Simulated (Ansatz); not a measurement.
One change: `BC([SiH3])=S` becomes `C=CC([SiH3])=S`.

Ansatz, PBE0-D4/def2-TZVP geometries, multiplicity 1. Each molecule was computed in one conformer, which needn't be the lowest.

```csv
property,`BC([SiH3])=S`
HOMO energy (PBE/def2-TZVPP) / eV,-6.32
HOMO–LUMO gap (ωB97M-V/def2-TZVPP) / eV,8.55
LUMO energy (ωB97M-V/def2-TZVPP) / eV,-1.00
HOMO–LUMO gap (PBE/def2-TZVPP) / eV,2.27
HOMO–LUMO gap (PBE0/def2-TZVPP) / eV,4.28
size of the dipole moment (PBE/def2-TZVPP) / D,2.03
```

(1) Give the same properties after the change, and the shifts. (An estimate is asked.)

## Answers

(1) The calculation gave: 
```json
{"property": "HOMO energy (PBE/def2-TZVPP) / eV", "`C=CC([SiH3])=S`": "-5.24", "shift": "1.08"}
{"property": "HOMO–LUMO gap (ωB97M-V/def2-TZVPP) / eV", "`C=CC([SiH3])=S`": "7.53", "shift": "-1.02"}
{"property": "LUMO energy (ωB97M-V/def2-TZVPP) / eV", "`C=CC([SiH3])=S`": "-1.08", "shift": "-0.08"}
{"property": "HOMO–LUMO gap (PBE/def2-TZVPP) / eV", "`C=CC([SiH3])=S`": "1.29", "shift": "-0.98"}
{"property": "HOMO–LUMO gap (PBE0/def2-TZVPP) / eV", "`C=CC([SiH3])=S`": "3.29", "shift": "-0.99"}
{"property": "size of the dipole moment (PBE/def2-TZVPP) / D", "`C=CC([SiH3])=S`": "2.20", "shift": "0.17"}
```

Dipoles are sizes alone; their direction can turn.
